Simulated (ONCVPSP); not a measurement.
**Cutoff test, La (Z = 57), ONCV**

ONCVPSP 4.0.1 input, shortened (lines: element, Z, core and valence counts, functional; n l f; lmax; l rc ep ncon nbas qcut; lloc lpopt rc5 dvloc0; l nproj debl; icmod fcfact rcfact), PBEsol, non-relativistic:

```
  La 57.00    8    5  -116133      upf
    1    0    2.00
    2    0    2.00
    2    1    6.00
    3    0    2.00
    3    1    6.00
    3    2   10.00
    4    0    2.00
    4    1    6.00
    4    2   10.00
    5    0    2.00
    5    1    6.00
    5    2    1.00
    6    0    2.00
    3
    0    2.15    0.00    3    8    4.50
    1    1.75    0.00    4    7    4.70
    2    1.30    0.00    4    9    9.80
    3    2.10    0.10    4    7    6.10
    4    5    1.25    0.00
    0    2    2.70
    1    2    1.30
    2    2    1.10
    3    2    1.40
    4    0.60    0.00
```

In the f channel the program set the typed energies aside and used -0.289, 1.111 Ha.

Problem. For each optimised wave give the share of its norm inside rc, the residual kinetic energy above qcut (Ha) and the cutoffs (Ha) for errors of 10, 1, 0.1 and 0.01 mHa per electron.

Solution.

```tsv
wave	norm inside rc	residual KE	10 mHa	1 mHa	0.1 mHa	0.01 mHa
5s	0.847	7.6e-05	6.2	8.2	9.9	42.8
6s	0.046	3.1e-05	4.5	7.4	9.2	14.2
5p	0.497	3.1e-03	8.8	19.9	42.7	49.9
p projector 2	0.139	2.4e-03	8.2	13.8	54.5	67.7
4d	0.952	6.8e-04	40.1	47.2	155.3	193.4
5d	0.048	3.2e-04	35.7	44.2	64.5	190.3
f projector 1	0.938	1.9e-02	24.2	44.8	60.0	92.4
f projector 2	0.138	3.7e-02	25.1	54.9	62.5	78.4
```

The occupied waves need 47 Ha and 155 Ha for 1 and 0.1 mHa. Note: ghosts flagged at negative energy: s at -107.2 eV (a further GHOST(-) flag falls on a real empty level of the atom); GHOST(+) flagged for p at 70.7 eV. A true bound ghost makes a file unfit for plane-wave use.
